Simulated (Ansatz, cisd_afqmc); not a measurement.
System: KF, charge 1, doublet. KF+ (parent SMILES [F][K], doublet).
B3LYP-D3(BJ)/def2-TZVP minimum from Ansatz (a program for electronic structure):
```xyz
2

K      0.0000     0.0000    -0.9656
F      0.0000     0.0000     2.0386
```
Charge +1, spin multiplicity 2.

Total energies in def2-SVP, 7 correlated electrons, 10 frozen orbitals. Open shells are spin-unrestricted; no spin-orbit coupling. Correlated methods leave the cores frozen (noble-gas shells, and filled d and f shells in the p block). No relativity. AFQMC/CISD: phaseless, guided by CISD from CCSD amplitudes; bars are statistical, one sigma. Outlying blocks are dropped, and bars are widened where a walk drifts. Over all cases where full CI ran beside it in this data, AFQMC minus full CI had a median of +0.1 mEh and passed +0.4 mEh in a tenth of the cases. The spin of FK+ (parent SMILES [F][K], doublet) was assumed, and the state is the lowest solution found for it.

```csv
method,program,energy (Eh),minus CCSDTQ (mEh)
HF,Ansatz,-698.21959,152.11
MP2,Ansatz,-698.35907,12.63
CCSD,Ansatz,-698.37047,1.23
CCSD(T),Ansatz,-698.37148,0.22
CCSDT(Q),Ansatz,-698.37169,0.01
CCSDTQ,Ansatz,-698.37170,0.00
AFQMC/CISD,cisd_afqmc,-698.3717 ± 0.0001,0.0 ± 0.1
```

Rough core times of Ansatz's runs on a shared machine: CCSD(T) under 20 s, CCSDT(Q) 20 s, CCSDTQ 3 min.
